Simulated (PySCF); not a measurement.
Cl2Se, SMILES Cl[Se]Cl (connectivity only; charge and spin as stated), charge -1, multiplicity 2.

Coordinates come from a B3LYP-D3(BJ)/def2-SVPD optimisation. The multiplicity is an assumed one; other spin states were not compared. The isomer is the one that the SMILES or the coordinates give; other isomers of the formula were not compared.

Two levels are set side by side: PBE/def2-TZVPD (PySCF) and M06-2X/def2-TZVPD (PySCF). Same geometry, gas phase. Differences are taken from unrounded values.

| quantity | M06-2X |
|---|---|
| α-spin orbital gap (eV) | 6.53 |
| β-spin orbital gap (eV) | 4.55 |
| mean polarisability (bohr³) | 89.1 |

Question: What does PBE give, and how far is it from M06-2X? (Estimate from the structure and the level; the computed values follow.)

Answer: 
| quantity | PBE | PBE minus M06-2X |
|---|---|---|
| α-spin orbital gap (eV) | 2.67 | -3.85 |
| β-spin orbital gap (eV) | 0.16 | -4.39 |
| mean polarisability (bohr³) | 97.7 | 8.6 |

Loosely held outer electrons make PBE densities more polarisable. Differences between two approximate levels are no errors against the true value.

Rough cost on one machine, each run with all the roots and properties that it gave: M06-2X against PBE about 4 times.
